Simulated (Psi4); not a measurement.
ClK, charge +1, doublet, geometry from GFN2-xTB (such geometries of metal compounds can be far from the true shape) (a state made from the parent by changing its charge; the spin is typed, not shown lowest); R2SCAN/def2-TZVP (Psi4 1.11).

The Psi4 input:
```
memory 2 GB

molecule {
1 2
K    -0.00000000   -0.00000000   -1.52949124
Cl    0.00000000    0.00000000    1.70943139
}

set {
  basis def2-tzvp
  reference uks
  scf_type pk
  puream true
  d_convergence 1e-8
  dft_radial_points 99
  dft_spherical_points 590
}

energy('r2scan')
print_variables()
```

Problem. What does Psi4 print? Leave out banner, timings and long lists.

Solution. 
```
   => Loading Basis Set <=

    Name: DEF2-TZVP
    Role: ORBITAL
    Keyword: BASIS

         ---------------------------------------------------------
                                   SCF
               by Justin Turney, Rob Parrish, Andy Simmonett
                          and Daniel G. A. Smith
                              UKS Reference
         ---------------------------------------------------------

  ==> Geometry <==

    Molecular point group: c2v
    Full point group: C_inf_v

    Geometry (in Angstrom), charge = 1, multiplicity = 2:

       Center              X                  Y                   Z               Mass
    ------------   -----------------  -----------------  -----------------  -----------------
         K            0.000000000000     0.000000000000    -1.531955738728    38.963706486400
         CL           0.000000000000     0.000000000000     1.706966891272    34.968852682000

  Running in c2v symmetry.

  Rotational constants: A = ************  B =      0.08719  C =      0.08719 [cm^-1]
  Rotational constants: A = ************  B =   2614.02745  C =   2614.02745 [MHz]
  Nuclear repulsion =   52.771942578452389

  Charge       = 1
  Multiplicity = 2
  Electrons    = 35
  Nalpha       = 18
  Nbeta        = 17

  ==> Algorithm <==

  SCF Algorithm Type is PK.
  DIIS enabled.
  MOM disabled.
  Fractional occupation disabled.
  Guess Type is SAD.
  Energy threshold   = 1.00e-06
  Density threshold  = 1.00e-08
  Integral threshold = 1.00e-12

  ==> Primary Basis <==

  Basis Set: DEF2-TZVP
    Blend: DEF2-TZVP
    Number of shells: 26
    Number of basis functions: 70
    Number of Cartesian functions: 78
    Spherical Harmonics?: true
    Max angular momentum: 3

  ==> DFT Potential <==

   => LibXC <=

    Version 7.1.2
    S. Lehtola, C. Steigemann, M. J. T. Oliveira, and M. A. L. Marques,  SoftwareX 7, 1–5 (2018) (10.1016/j.softx.2017.11.002)

   => Composite Functional: R2SCAN <=

    r2SCAN Meta-GGA XC Functional  (0.1021/acs.jpclett.0c02405)
    J. W. Furness, A. D. Kaplan, J. Ning, J. P. Perdew, J. Sun  J. Phys. Chem. Lett.  11, 8208–8215, 2020

    Deriv               =              1
    GGA                 =           TRUE
    Meta                =           TRUE

    Exchange Hybrid     =          FALSE
    MP2 Hybrid          =          FALSE

   => Exchange Functionals <=

    1.0000   XC_MGGA_X_R2SCAN

   => Correlation Functionals <=

    1.0000   XC_MGGA_C_R2SCAN

   => LibXC Density Thresholds  <==

[...]
   @Spin Contamination Metric:   5.868486326E-03
   @S^2 Expected:                7.500000000E-01
   @S^2 Observed:                7.558684863E-01
   @S   Expected:                5.000000000E-01
   @S   Observed:                5.000000000E-01

    Orbital Energies [Eh]
    ---------------------

    Alpha Occupied:

[...]
    Alpha Virtual:

[...]
      32A1    23.962853

    Beta Occupied:

[...]
    Beta Virtual:

[...]
    Final Occupation by Irrep:
             A1    A2    B1    B2
    DOCC [    10,    0,    4,    3 ]
    SOCC [     0,    0,    0,    1 ]
    NA   [    10,    0,    4,    4 ]
    NB   [    10,    0,    4,    3 ]

  @UKS Final Energy: -1059.83821096266797

   => Energetics <=

    Nuclear Repulsion Energy =             52.7719425784523892
    One-Electron Energy =               -1557.7590025795677775
    Two-Electron Energy =                 506.6128592226493765
    DFT Exchange-Correlation Energy =     -61.4640101842019604
    Empirical Dispersion Energy =           0.0000000000000000
    VV10 Nonlocal Energy =                  0.0000000000000000
    Total Energy =                      -1059.8382109626679721

  UHF NO Occupations:
  HONO-2 :    9 A1 1.9997683
  HONO-1 :   10 A1 1.9975121
  HONO-0 :    4 B2 1.0000000
  LUNO+0 :   11 A1 0.0024879
  LUNO+1 :   12 A1 0.0002317
  LUNO+2 :    5 B1 0.0002145
  LUNO+3 :    5 B2 0.0000027

Computation Completed

Properties will be evaluated at   0.000000,   0.000000,   0.000000 [a0]

Properties computed using the SCF density matrix

 Multipole Moments:

 ------------------------------------------------------------------------------------
     Multipole            Electronic (a.u.)      Nuclear  (a.u.)        Total (a.u.)
 ------------------------------------------------------------------------------------

 L = 1.  Multiply by 2.5417464519 to convert [e a0] to [Debye]
 Dipole X            :          0.0000000            0.0000000            0.0000000
 Dipole Y            :          0.0000000            0.0000000            0.0000000
 Dipole Z            :         -2.3602453           -0.1676601           -2.5279053
 Magnitude           :                                                    2.5279053

 ------------------------------------------------------------------------------------

  Variable Map:
  ----------------------------------------------------------------------------
[...]
  Array Variable Map:
  ----------------------------------------------------------------------------
[...]
[...]
```
